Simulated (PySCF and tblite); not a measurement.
The numbers below are computed, except where a source is named.
System: C₆H₁₃N, numbered as in [CH3:1][CH:2]([CH3:3])[N:4]1[CH2:5][CH2:6][CH2:7]1.

For the rotation about the C2–N4 bond (torsion C1–C2–N4–C5 from -65° to 52°, rising): electronic barrier 5.30 kcal/mol, zero-point change -0.09 kcal/mol, thermal and entropy terms at 400 K a further 0.87 kcal/mol (symmetry numbers apart). The minimum is Cs, the saddle C1. The path came from a restrained scan, a climbing-image band and a saddle search at GFN2-xTB; energies are PBE0/pcSseg-1 + D3(BJ)//GFN2-xTB, thermal terms GFN2-xTB. Rate constants are transition-state-theory values, counting equivalent paths, without tunnelling. Run with tblite and PySCF.

Task: How many equivalent paths lead out of the minimum?

Result: 2: the symmetry number of the minimum is 1, that of the saddle displaced along its mode 1, and the displaced saddle is chiral while the minimum is not, which doubles the count.

Task: Work out the rate at 400 K.

Result: ΔG‡ = 6.08 kcal/mol; k_B T/h = 8.3×10¹² s⁻¹; exp(−ΔG‡/RT) = 0.00048; times 2 gives k = 8×10⁹ s⁻¹. Wigner's tunnelling factor for the 73i cm⁻¹ mode would be 1.00.
